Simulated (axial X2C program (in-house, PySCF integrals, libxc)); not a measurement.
CdB: from the spin-free to the two-component result

Computed with an axial X2C code built on PySCF integrals. Spin-free means the one-electron spin-free X2C Hamiltonian; two-component (2c) means X2C with spin–orbit coupling and atomic mean-field two-electron Coulomb and Gaunt terms, so the difference of the two also holds small scalar two-electron terms. Basis: Cd dyall-v3z [12s12p8d3f2g], B dyall-v3z [7s6p2d1f] (cores contracted in-house); Gaussian nuclei, density fitting, unrestricted open shells. Masses: Cd 113.903 u, B 11.009 u.

Spin-free state: M_S = 1/2, Λ = 1 (beyond evenly filled blocks: π+α); fragments Cd + B.

```csv
level,Re (Å),ωe (cm⁻¹),De (eV),μ (D)
PBE0,2.407,278.4,0.389,-1.95
BP86,2.365,301.9,0.455,-1.79
PW91,2.356,309.5,0.534,-1.88
```

Dipoles are positive if B is the positive end.

Task: Within this multiplet, which Ω should lie lowest by the rule for regular and inverted multiplets?

Result: The open π shell holds one electron, so the multiplet is regular: Ω = Λ − 1/2 = 1/2. The PBE0 2c search agrees, though Ω = 3/2 of the search lies only 0.02 eV higher.

Two-component determinant lowest at the distance of the search:

Ω = 1/2 (⟨Sz⟩ = -0.50, ⟨Lz⟩ = 1.00 at PBE0); fragments Cd + B.

| level | Re (Å) | ωe (cm⁻¹) | De (eV) | μ (D) |
| --- | --- | --- | --- | --- |
| PBE0 | 2.398 | 282.2 | 0.400 | -1.94 |
| BP86 | 2.355 | 306.2 | 0.472 | -1.77 |
| PW91 | 2.347 | 313.5 | 0.550 | -1.86 |

Task: From the two tables, how do the constants change at the PBE0 level (2c against spin-free)?

Result: At the PBE0 level Re goes down by 0.009 Å and ωe increases by 3.8 cm⁻¹; De is not compared, since the atomic limits differ or miss part of their spin–orbit lowering.

The state is one determinant whose occupation by symmetry is held fixed; it was picked as the lowest of a PBE0 search that is not exhaustive. De is counted from the lowest determinant-based energies of the atoms at the same level, without counterpoise correction. Density functionals use the spin component along the axis (collinear). The 2c atoms are single determinants rather than J levels; their spin–orbit lowering is only partly caught, and De is too large by that part. This holds for PBE0, BP86, PW91. Other states lie close and PBE0, whose exact exchange favours high spin, may order them wrongly; the determinant shown need not be the ground state. The nearest other spin-free determinant of the search, M_S = 1/2, Λ = 0, lies 0.47 eV up at the distance of the search. The functionals have no current-density term, which raises determinants with orbital currents, atoms included. The atomic limit has a lower orbital projection than the molecule and lies lower at mean-field level, so De may be about a tenth of an eV too small.
